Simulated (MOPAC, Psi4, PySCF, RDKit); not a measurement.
Internal rotation in SMILES COC[SiH2]c1cccs1. Scanned: dihedral O2–C3–Si4–C5; all other coordinates were relaxed at GFN2-xTB. Points at φ and −φ are mirror images.

Atom numbering (GFN2-xTB optimised geometry, Å):
```
19

C     -2.9077     1.0772     0.3979
O     -1.7166     0.3872     0.6655
C     -1.6555    -0.8834     0.0502
Si    -0.0013    -1.6694     0.5808
C      1.3996    -0.5889    -0.0297
C      1.3852     0.7231    -0.4073
C      2.6491     1.2231    -0.7824
C      3.6250     0.2838    -0.6853
S      3.0148    -1.2242    -0.1331
H     -3.7798     0.5210     0.7657
H     -2.8438     2.0339     0.9135
H     -3.0341     1.2489    -0.6795
H     -2.5029    -1.5013     0.3772
H     -1.7422    -0.7795    -1.0407
H      0.0988    -2.9998    -0.0362
H      0.0342    -1.7753     2.0426
H      0.4840     1.3093    -0.4038
H      2.8231     2.2333    -1.1089
H      4.6699     0.3811    -0.9052
```

RHF/6-31G* = PySCF 2.14.0 with restricted Hartree-Fock/6-31G*, spherical d, density fitting // GFN2-xTB; RKS-B3LYP/6-31G* = PySCF with restricted B3LYP/6-31G*, spherical d, density fitting // GFN2-xTB; RKS-B3LYP/LANL2DZ = restricted B3LYP/LANL2DZ, with its core potentials past Ne // GFN2-xTB run with PySCF; UFF // GFN2-xTB (RDKit); PM7, restricted, heats of formation // GFN2-xTB (MOPAC); PBE-D3(BJ)/def2-SVP // GFN2-xTB (Psi4).

Energies in mEh, each method relative to its own lowest point.

| φ / ° | RHF/6-31G* | RKS-B3LYP/6-31G* | RKS-B3LYP/LANL2DZ | UFF | PM7 | PBE-D3(BJ)/def2-SVP |
|---|---|---|---|---|---|---|
| -160 | 2.4 | 2.8 | 2.0 | 2.4 | 0.8 | 4.1 |
| -140 | 4.1 | 4.1 | 3.6 | 4.4 | 1.4 | 5.7 |
| -120 | 4.5 | 4.4 | 4.0 | 4.4 | 1.6 | 6.1 |
| -100 | 3.4 | 3.5 | 3.1 | 2.6 | 1.1 | 4.8 |
| -80 | 1.2 | 1.5 | 1.4 | 0.5 | 0.4 | 1.9 |
| -60 | 0.0 | 0.0 | 0.0 | 0.0 | 0.0 | 0.0 |
| -40 | 1.3 | 1.1 | 0.9 | 2.3 | 0.8 | 1.1 |
| -20 | 3.6 | 3.2 | 2.5 | 5.7 | 2.3 | 3.5 |
| 0 | 4.7 | 4.3 | 3.5 | 7.3 | 3.0 | 4.8 |
| 20 | 3.6 | 3.2 | 2.5 | 5.7 | 2.3 | 3.5 |
| 40 | 1.3 | 1.1 | 0.9 | 2.3 | 0.8 | 1.1 |
| 60 | 0.0 | 0.0 | 0.0 | 0.0 | 0.0 | 0.0 |
| 80 | 1.2 | 1.5 | 1.4 | 0.5 | 0.4 | 1.9 |
| 100 | 3.4 | 3.5 | 3.1 | 2.6 | 1.1 | 4.8 |
| 120 | 4.5 | 4.4 | 4.0 | 4.4 | 1.6 | 6.1 |
| 140 | 4.1 | 4.1 | 3.6 | 4.4 | 1.4 | 5.7 |
| 160 | 2.4 | 2.8 | 2.0 | 2.4 | 0.8 | 4.1 |
| 180 | 1.6 | 2.1 | 1.2 | 1.5 | 0.5 | 3.3 |

Root-mean-square difference from the PBE-D3(BJ)/def2-SVP profile, itself a level with limits, after the best constant shift (mEh): RHF/6-31G* 0.8, RKS-B3LYP/6-31G* 0.6, RKS-B3LYP/LANL2DZ 0.8, UFF 1.6, PM7 1.6.
